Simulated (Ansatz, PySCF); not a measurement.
In(F)(Br)(Me) (CH3BrFIn), SMILES [CH3][In]([F])[Br]. Atoms are numbered in the order given.

```xyz
7

In     0.1009    -0.6481     0.3707
F     -1.3628    -1.8615    -0.1431
Br    -0.3437     1.6540    -0.4915
C      1.7837    -1.3570     1.5167
H      2.4791    -0.5267     1.6916
H      2.2725    -2.1586     0.9463
H      1.4061    -1.7538     2.4689
```

The structure is a stationary point at B3LYP-D3(BJ)/def2-SVP. The structure was generated by enumeration; whether it is a known compound was not checked. The def2 effective core potentials stand for the cores of In; spin–orbit coupling is left out.

Two levels are set side by side: PBE-D3(BJ)/def2-SVP (Ansatz, a program for electronic structure) and B3LYP-D3(BJ)/def2-SVP (Ansatz). Each level has its own optimised geometry; the coordinates shown are those of the second. Frequencies come from the Hessian of PySCF at each geometry. Differences are taken from unrounded values.

```json
[
 {"quantity": "mean bond length (Å)", "B3LYP-D3(BJ)": "1.653", "PBE-D3(BJ)": "1.659", "PBE-D3(BJ) minus B3LYP-D3(BJ)": "0.006"},
 {"quantity": "bond In1–F2 (Å)", "B3LYP-D3(BJ)": "1.969", "PBE-D3(BJ)": "1.982", "PBE-D3(BJ) minus B3LYP-D3(BJ)": "0.012"},
 {"quantity": "bond In1–Br3 (Å)", "B3LYP-D3(BJ)": "2.498", "PBE-D3(BJ)": "2.502", "PBE-D3(BJ) minus B3LYP-D3(BJ)": "0.003"},
 {"quantity": "bond In1–C4 (Å)", "B3LYP-D3(BJ)": "2.156", "PBE-D3(BJ)": "2.156", "PBE-D3(BJ) minus B3LYP-D3(BJ)": "0.001"},
 {"quantity": "bond C4–H5 (Å)", "B3LYP-D3(BJ)": "1.097", "PBE-D3(BJ)": "1.104", "PBE-D3(BJ) minus B3LYP-D3(BJ)": "0.007"},
 {"quantity": "bond C4–H6 (Å)", "B3LYP-D3(BJ)": "1.099", "PBE-D3(BJ)": "1.106", "PBE-D3(BJ) minus B3LYP-D3(BJ)": "0.007"},
 {"quantity": "bond C4–H7 (Å)", "B3LYP-D3(BJ)": "1.099", "PBE-D3(BJ)": "1.106", "PBE-D3(BJ) minus B3LYP-D3(BJ)": "0.007"},
 {"quantity": "highest harmonic wavenumber (cm⁻¹)", "B3LYP-D3(BJ)": "3186", "PBE-D3(BJ)": "3137", "PBE-D3(BJ) minus B3LYP-D3(BJ)": "-49"},
 {"quantity": "mean harmonic wavenumber (cm⁻¹)", "B3LYP-D3(BJ)": "1108", "PBE-D3(BJ)": "1081", "PBE-D3(BJ) minus B3LYP-D3(BJ)": "-28"},
 {"quantity": "zero-point energy (kcal/mol)", "B3LYP-D3(BJ)": "23.77", "PBE-D3(BJ)": "23.18", "PBE-D3(BJ) minus B3LYP-D3(BJ)": "-0.59"}
]
```

GGA bonds tend to be longer and softer than those of functionals with exact exchange. Differences between two approximate levels are no errors against the true value.
